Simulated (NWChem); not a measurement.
System: MoNHOClF; SMILES [Cl][Mo]([F])(=[NH])=[O]

Here is an NWChem input.

```
start job
memory heap 200 mb stack 900 mb global 1100 mb
geometry units angstroms noautoz
  Mo     0.003580    -0.244290    -0.022640
  O      0.827650    -0.752781     1.327628
  N      0.927163    -0.708444    -1.387029
  H      1.787734    -1.139224    -1.726921
  F     -1.647525    -1.064454    -0.132904
  Cl    -0.118157     2.025378    -0.011614
end
basis spherical
  * library def2-svp
end
ecp
  Mo library def2-ecp
end
dft
  xc xperdew91 perdew91
  iterations 150
  mulliken
end
task dft energy
```

The geometry was optimised at PBE0/def2-SVP. def2 effective core potentials on Mo; no spin-orbit coupling.

Question: Give the results of this calculation. (PW91/def2-SVP with def2 effective core potentials on Mo.) Quantities: energy (Ha); highest occupied level (eV); orbital gap (eV); dipole (D).

Answer: 
```json
{
 "energy (Ha)": "-758.67",
 "highest occupied level (eV)": "-7.49",
 "orbital gap (eV)": "3.88",
 "dipole (D)": "1.76"
}
```
